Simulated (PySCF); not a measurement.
PySCF input for AlClH2OS, SMILES [OH][Al]([SH])[Cl], B3LYP-D3(BJ)/def2-SVP. The structure is a stationary point at B3LYP-D3(BJ)/def2-SVP. The values are those of a single conformer.

```python
import numpy as np
from pyscf import gto, scf, dft, df
from pyscf.hessian import thermo

mol = gto.M(
    atom='''
    Al    0.34905837    0.02878821   -0.00000000
    Cl   -0.71673931    1.83984251    0.00000000
    O     2.04248876   -0.02107332    0.00000000
    H     2.64072589    0.73158910   -0.00000001
    S    -0.73425102   -1.85264279    0.00000000
    H     0.41418980   -2.57228753    0.00000000
    ''',
    basis='def2-SVP',
    charge=0,
    spin=0,
    max_memory=1600,
    verbose=3,
)
mf = dft.RKS(mol, xc='b3lyp').density_fit(auxbasis='def2-universal-jkfit')
mf.disp = 'd3bj'
mf.grids.level = 3
mf.conv_tol = 1e-11
mf.max_cycle = 100
mf.kernel()

# analytic Hessian; the response equations are solved on a coarser grid
h, args, fine = mf.Hessian(), (mf.mo_energy, mf.mo_coeff, mf.mo_occ), mf.grids
h.max_memory = max(150, 2.5e-5 * df.make_auxmol(mol, mf.with_df.auxbasis).nao * mol.nelec[0] * (mol.nelec[0] + mol.nao))  # MB; small integral blocks
h1ao = h.make_h1(mf.mo_coeff, mf.mo_occ)
mf.grids = dft.Grids(mol).set(level=1).build(with_non0tab=True)
mo1, mo_e1 = h.solve_mo1(*args, h1ao)
mf.grids = fine
hess = h.hess_elec(*args, mo1, mo_e1, h1ao) + h.hess_nuc()
if mf.do_disp():
    hess += h.get_dispersion()
for i in range(mol.natm):  # the analytic DFT Hessian lacks the response of the grid: restore translational invariance
    hess[i, i] -= hess[i].sum(axis=0)
hess = (hess + hess.transpose(1, 0, 3, 2)) / 2
vib = thermo.harmonic_analysis(mol, hess, imaginary_freq=False)
thermo.dump_normal_mode(mol, vib)
th = thermo.thermo(mf, vib['freq_au'][vib['freq_au'] > 0], 298.15, 101325)
thermo.dump_thermo(mol, th)
g0 = mf.nuc_grad_method().set(verbose=0).kernel()

# dipole derivatives [dipole axis, atom, xyz] from the same response
r, irp = mol.intor('int1e_r'), mol.intor('int1e_irp').reshape(3, 3, mol.nao, mol.nao)
sl, dm0, ok = mol.aoslice_by_atom(), np.array(mf.make_rdm1()), []
dmu = np.einsum('a,xt->xat', mol.atom_charges(), np.eye(3))
for a, (_, _, p0, p1) in enumerate(sl):
    dmu[:, a] += 2 * np.einsum('xtij,ij->xt', irp[:, :, :, p0:p1], dm0.reshape(-1, mol.nao, mol.nao).sum(0)[:, p0:p1])
    for u, c, occ, f in [(mo1, mf.mo_coeff, mf.mo_occ, 4)]:
        dmu[:, a] -= f * np.einsum('tui,xuv,vi->xt', u[a], r, c[:, occ > 0], optimize=True)
L = vib['norm_mode']
ir = 974.8801 * (np.einsum('xat,kat->kx', dmu, L) ** 2).sum(1)       # km/mol
apt = np.einsum('xax->a', dmu) / 3

# polarisability derivatives from nuclear gradients in small electric fields
h0, F = mf.get_hcore(), 0.005
def in_field(f, guess):
    m = mf.copy()
    m.verbose, m.conv_tol, m.conv_tol_grad = 0, 1e-11, 2e-7
    m.get_hcore = lambda *a: h0 + np.einsum('x,xij->ij', f, r)
    m.kernel(guess)
    ok.append(m.converged)
    dm = np.array(m.make_rdm1())
    g = m.nuc_grad_method().kernel() - np.outer(mol.atom_charges(), f)
    for a, (_, _, p0, p1) in enumerate(sl):
        g[a] -= 2 * np.einsum('x,xtij,ij->t', f, irp[:, :, :, p0:p1], dm[:, p0:p1])
    return g, -np.einsum('xij,ij->x', r, dm), dm
E = np.eye(3) * F
g0, _, dm0 = in_field(np.zeros(3), dm0)
gp = [in_field(e, dm0) for e in E]
gm = [in_field(-e, 2 * dm0 - p[2]) for e, p in zip(E, gp)]
alpha = np.array([(p[1] - q[1]) / (2 * F) for p, q in zip(gp, gm)])  # bohr^3
check = abs(np.array([-(p[0] - q[0]) / (2 * F) for p, q in zip(gp, gm)]) - dmu).max()
print('static polarisability / bohr^3:', alpha.round(3))
print('largest difference of analytic and finite-field dipole derivatives / e:', check)
da = np.zeros((3, 3, mol.natm, 3))
for x in range(3):
    da[x, x] = -(gp[x][0] + gm[x][0] - 2 * g0) / F**2
for x, y in ((0, 1), (0, 2), (1, 2)):
    up, down = in_field(E[x] + E[y], gp[x][2] + gp[y][2] - dm0), in_field(-E[x] - E[y], gm[x][2] + gm[y][2] - dm0)
    both = -(up[0] + down[0] - 2 * g0) / F**2
    da[x, y] = da[y, x] = (both - da[x, x] - da[y, y]) / 2
aq = np.einsum('xyat,kat->kxy', da, L) * 0.529177210903**2           # A^2/amu^1/2
a = np.einsum('kxx->k', aq) / 3
g2 = 1.5 * (aq**2).sum((1, 2)) - 4.5 * a**2
raman, depol = 45 * a**2 + 7 * g2, 3 * g2 / (45 * a**2 + 4 * g2 + 1e-12)
print('mode   freq/cm-1   IR/(km/mol)   Raman/(A^4/amu)   depolarisation')
for k, w in enumerate(vib['freq_wavenumber']):
    print(f'{k + 1:4d} {w:11.2f} {ir[k]:13.3f} {raman[k]:17.3f} {depol[k]:16.3f}')
print('max |gradient| / (hartree/bohr):', abs(g0).max())
print('APT charges:', apt.round(4))
```

Program output:

```
converged SCF energy = -1177.07557932176

WARN: DFTD3 does not support analytical Hessian, using finite difference


WARN: Mole.unit (angstrom) is changed to Bohr

Mode                                 0                   1                   2
Irrep
Freq [cm^-1]                      134.2387            193.8742            215.8947
Reduced mass [au]                  14.4172              5.2186              4.6774
Force const [Dyne/A]                0.1531              0.1156              0.1285
Char temp [K]                     193.1396            278.9418            310.6244
Normal mode                   x     y     z       x     y     z       x     y     z
       0  Al                 0.08 -0.00  0.00   -0.01 -0.05  0.00    0.00  0.00  0.15
       1  Cl                -0.05 -0.08  0.00    0.06 -0.01 -0.00   -0.00  0.00 -0.04
       2   O                 0.08  0.03  0.00   -0.00  0.18 -0.00    0.00 -0.00 -0.07
       3   H                 0.08  0.03 -0.00   -0.18  0.32 -0.00   -0.00 -0.00 -0.25
       4   S                -0.06  0.08 -0.00   -0.05 -0.04 -0.00    0.00  0.00 -0.03
       5   H                -0.15 -0.07  0.00   -0.09 -0.10  0.00    0.00  0.00 -0.35
Mode                                 3                   4                   5
Irrep
Freq [cm^-1]                      252.9752            325.3503            414.7433
Reduced mass [au]                   1.2240              1.1288             10.4013
Force const [Dyne/A]                0.0462              0.0704              1.0541
Char temp [K]                     363.9750            468.1067            596.7232
Normal mode                   x     y     z       x     y     z       x     y     z
       0  Al                 0.00  0.00  0.05    0.00 -0.00  0.02   -0.07 -0.01 -0.00
       1  Cl                -0.00  0.00 -0.00   -0.00 -0.00 -0.01    0.05 -0.08  0.00
       2   O                -0.00 -0.00 -0.06   -0.00 -0.00 -0.08   -0.10  0.00  0.00
       3   H                -0.00  0.00  0.06   -0.00  0.00  0.92   -0.11  0.01 -0.00
       4   S                 0.00  0.00 -0.04    0.00  0.00  0.01    0.05  0.09 -0.00
       5   H                -0.00 -0.00  0.90   -0.00  0.00 -0.16    0.11  0.19  0.00
Mode                                 6                   7                   8
Irrep
Freq [cm^-1]                      537.9124            617.8770            663.0504
Reduced mass [au]                   1.5427              4.8578              1.1539
Force const [Dyne/A]                0.2630              1.0927              0.2989
Char temp [K]                     773.9362            888.9874            953.9819
Normal mode                   x     y     z       x     y     z       x     y     z
       0  Al                -0.01 -0.06 -0.00    0.01 -0.14  0.00   -0.01  0.04 -0.00
       1  Cl                -0.02  0.03  0.00   -0.03  0.05 -0.00    0.01 -0.01  0.00
       2   O                 0.07 -0.07  0.00   -0.04  0.04 -0.00   -0.03 -0.03  0.00
       3   H                -0.61  0.49 -0.00    0.28 -0.23  0.00   -0.18  0.09 -0.00
       4   S                 0.02  0.03  0.00    0.04  0.05 -0.00    0.04  0.01  0.00
       5   H                 0.05  0.09  0.00   -0.12 -0.18 -0.00   -0.47 -0.77 -0.00
Mode                                 9                  10                  11
Irrep
Freq [cm^-1]                      905.2344           2663.5815           3923.9103
Reduced mass [au]                   7.9874              1.0379              1.0682
Force const [Dyne/A]                3.8563              4.3386              9.6904
Char temp [K]                    1302.4307           3832.3008           5645.6333
Normal mode                   x     y     z       x     y     z       x     y     z
       0  Al                 0.13  0.00 -0.00   -0.00  0.00 -0.00   -0.00  0.00 -0.00
       1  Cl                -0.01  0.01  0.00    0.00 -0.00 -0.00   -0.00  0.00  0.00
       2   O                -0.17 -0.01  0.00   -0.00 -0.00  0.00    0.04  0.05 -0.00
       3   H                -0.26  0.05 -0.00    0.00 -0.00 -0.00   -0.61 -0.74  0.00
       4   S                -0.01 -0.01  0.00   -0.03  0.02  0.00   -0.00 -0.00 -0.00
       5   H                 0.05  0.08 -0.00    0.82 -0.53 -0.00   -0.00 -0.00 -0.00
temperature 298.1500 [K]
pressure 101325.00 [Pa]
Rotational constants [GHz] 4.49022 2.13101 1.44515
Symmetry number 1
Zero-point energy (ZPE) 0.02472 [Eh]   64889.292 [J/mol]
                           tot       elec      trans        rot        vib
Entropy [J/mol/K]       334.985      0.000    167.650    115.242     52.093
Cv [J/mol/K]             83.355      0.000     12.472     12.472     58.412
Cp [J/mol/K]             91.670      0.000     20.786     12.472     58.412
Internal energy [J/mol]                      3718.434   3718.434  74010.547
Internal energy [Eh]   -1177.04456  -1177.07558
Enthalpy [J/mol]                             6197.391   3718.434  74010.547
Enthalpy [Eh]          -1177.04361
Gibbs free energy [J/mol]                  -43787.384 -30641.070  58479.043
Gibbs free energy [Eh] -1177.08165
static polarisability / bohr^3: [[46.74   0.575 -0.   ]
 [ 0.575 59.117 -0.   ]
 [ 0.     0.    32.5  ]]
largest difference of analytic and finite-field dipole derivatives / e: 0.0012835524657428543
mode   freq/cm-1   IR/(km/mol)   Raman/(A^4/amu)   depolarisation
   1      134.24         5.055             1.546            0.718
   2      193.87        18.691             1.951            0.742
   3      215.89         5.941             0.930            0.750
   4      252.98        56.147             2.431            0.750
   5      325.35       124.939             1.148            0.750
   6      414.74         8.889            15.280            0.118
   7      537.91       100.035             1.051            0.444
   8      617.88       250.741             2.703            0.353
   9      663.05        19.126             7.298            0.743
  10      905.23       102.752             2.491            0.198
  11     2663.58         0.171           139.224            0.283
  12     3923.91       114.621           134.664            0.296
max |gradient| / (hartree/bohr): 4.142669856656422e-05
APT charges: [ 1.483  -0.5503 -0.8843  0.3261 -0.4322  0.0577]
```

Self-consistency was reached.

Cost: around 110 core-seconds (rough).
